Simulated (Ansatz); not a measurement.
Cartesian coordinates in Å:
```
N -1.406 1.131 0.476
C -0.726 0.115 0.157
S -1.422 -1.513 0.011
Ge 1.207 0.345 -0.163
H -2.395 0.929 0.635
H -0.311 -2.149 -0.390
H 1.527 1.840 -0.160
H 1.970 -0.394 0.947
H 1.557 -0.303 -1.513
```

Charge 0, multiplicity 1.

(1) List the PBE/def2-TZVPP orbital energies in eV (Ansatz 0.2.0). (Estimate.)

## Answers

(1) Computed: Occupied: -10804.66, -2396.43, -1338.03, -1191.45, -1191.44, -1191.44, -380.44, -271.08, -209.37, -162.61, -155.53, -155.43, -155.28, -114.06, -114.04, -114.03, -29.89, -29.88, -29.88, -29.82, -29.81, -22.96, -19.07, -15.15, -13.23, -12.13, -10.27, -9.45, -8.77, -8.27, -8.24, -6.35, -6.18. Lowest empty: -1.74, -1.25, -0.09, 0.30, 0.40, 0.96, 1.10, 2.01.
